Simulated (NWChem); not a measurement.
# Correlation energy of Ga (-1)

```
Ga
```
Charge -1, spin multiplicity 3.

The numbers come from NWChem runs, not from measurements.

Basis set: def2-TZVPD. Each correlation energy counts from its own Hartree-Fock reference.

The Hamiltonian is non-relativistic. The correlated methods keep 9 core orbitals frozen. The stability of the SCF solutions was not checked. Open-shell Hartree-Fock references start from PBE0 orbitals. Coupled-cluster values serve here as a point of comparison, not as the truth.

Task: One of these methods gave a correlation energy of -197.6 mHa. Which?
A. CCSD[T] on ROHF
B. SCS-UMP2
C. CCSD on ROHF
D. CCSD on UHF

Result: C, CCSD on ROHF. The others give -194.1 (CCSD on UHF), -174.7 (SCS-UMP2), -207.7 (CCSD[T] on ROHF).
